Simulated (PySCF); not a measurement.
**ZnSe⁻: energy against distance**

Set-up: Zn def2-TZVPPD, Se def2-TZVPPD; no relativity (PySCF 2.14). Energies in eV from Zn + Se⁻ in their ground configurations at the same level. State: ²Σ⁺ (doublet), unpaired electrons σ ↑.

```tsv
R (Å)	PBE0
1.956	-0.726
2.047	-1.204
2.138	-1.457
2.206	-1.541
2.274	-1.562
2.342	-1.535
2.433	-1.450
2.547	-1.300
2.683	-1.098
2.865	-0.849
```

Problem. Put a parabola through the three lowest points of the PBE0 curve and estimate Re, k and ωe (reduced mass 35.52 u; 1 eV/Å² = 0.16022 mdyn/Å; ωe = 1302.8·√(k/μ) cm⁻¹).

Solution. Through R = 2.206, 2.274, 2.342 Å the second-order coefficient is 5.19 eV/Å², so Re ≈ 2.270 Å, k ≈ 1.66 mdyn/Å and ωe ≈ 282 cm⁻¹. A polynomial fit of higher order to the unrounded PBE0 energies gives Re = 2.266 Å, k = 1.67 mdyn/Å, ωe = 282 cm⁻¹; anharmonicity and rounding make the difference.

The higher-order fit for each curve: PBE0: Re = 2.266 Å, ωe = 282 cm⁻¹, De = 1.56 eV.

Spin–orbit coupling is left out. For an ion De counts to the pair picked by the measured ionisation energies or electron affinities, which need not be the lowest pair at this level. The state was picked by a PBE0 search and need not be the measured ground state.
